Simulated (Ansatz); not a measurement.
Cartesian coordinates in Å:
```
O -0.505 0.818 1.738
Al -1.142 -0.225 0.557
Si 0.427 -0.529 -1.290
Se 2.356 0.556 -0.689
H -0.961 1.066 2.541
H -2.586 -0.853 0.753
H -0.081 0.020 -2.580
H 0.749 -1.959 -1.557
H 1.742 1.106 0.528
```

Charge 0, multiplicity 1.

(1) List the ωB97M-V/def2-TZVPP orbital energies in eV (the Gaussian-basis code of Ansatz). (Estimate.)

Answers

(1) Ansatz gave: Occupied: -12367.78, -1807.14, -1588.07, -1532.41, -1422.83, -1422.81, -1422.77, -525.97, -217.52, -160.46, -160.38, -160.21, -148.20, -117.01, -102.35, -102.29, -102.29, -76.68, -76.51, -76.48, -60.38, -60.36, -60.22, -60.15, -60.13, -30.28, -22.16, -17.37, -16.79, -13.58, -12.98, -12.34, -12.07, -11.73, -11.20, -9.54, -8.94. Lowest empty: 0.09, 0.97, 1.35, 2.35, 2.67, 3.18, 3.60, 3.98.
